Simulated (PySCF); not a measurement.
Peak assignment

Numbering as in the mapped SMILES `[O:1]=[C:2]([F:3])[c:4]1[cH:5][cH:6][cH:7][c:8]([C:9]([F:10])([F:11])[F:12])[cH:13]1` (H(Xn): hydrogen on atom n).

Rapidly exchanging positions averaged, a single conformation, no relativistic terms, no solvent model. GFN2-xTB structure; GIAO PBE0/pcSseg-1 shieldings; PySCF 2.14.0 with density-fitted response routines.

References, each an isolated molecule treated in the same way: TMS for ¹³C (σref 186.93), ¹H (σref 31.72).

Problem. Assign these signals to the numbered atoms. ¹³C{¹H} NMR (computed): δ 164.8 (C), 142.9 (CH), 139.1 (C), 137.9 (CH), 137.8 (CH), 134.7 (CH), 132.9 (C), 131.2 (C).

Solution. 
| δ (ppm) | atoms | environment | reason |
| --- | --- | --- | --- |
| 164.8 | C2 | carbonyl carbon | – |
| 142.9 | C5 | aromatic CH | – |
| 139.1 | C8 | substituted aromatic carbon | – |
| 137.9 | C7 | aromatic CH | the aromatic region |
| 137.8 | C13 | aromatic CH | – |
| 134.7 | C6 | aromatic CH | – |
| 132.9 | C9 | CF3 carbon | 3 electronegative neighbours deshield it |
| 131.2 | C4 | substituted aromatic carbon | – |

C8 and C7; C7 and C13; C6 and C9; C9 and C4 lie closer than the usual error of such a calculation, so a measured spectrum could show them in the other order.

Problem. Assign these signals to the numbered atoms. ¹H NMR (300 MHz, computed): δ 8.80 (m, 1H), 8.76 (m, 1H), 8.35 (m, 1H), 8.01 (m, 1H).

Solution. 
| δ (ppm) | atoms | environment | reason |
| --- | --- | --- | --- |
| 8.80 | H(C13) | hydrogen on an aromatic CH | ring current plus the deshielding of an ortho carbonyl group |
| 8.76 | H(C5) | hydrogen on an aromatic CH | – |
| 8.35 | H(C7) | hydrogen on an aromatic CH | – |
| 8.01 | H(C6) | hydrogen on an aromatic CH | – |

H(C13) and H(C5) lie closer than the usual error of such a calculation, so a measured spectrum could show them in the other order.

Splittings by ¹⁹F in the carbon and heteronuclear signals aren't shown, as no couplings were computed. Shifts are as computed. Against solution values, carbons near 30 ppm lie about +3 ppm off and those near 130 ppm about +5 ppm. Of 1211 compounds with measured shifts, 218 miss one by over three times the rms of a fit or turn the order of signals round; such compounds aren't used in these exercises. Multiplicities follow the n + 1 count of equivalent neighbours, as no J values were calculated; m marks all less simple cases, F and P coupling included.
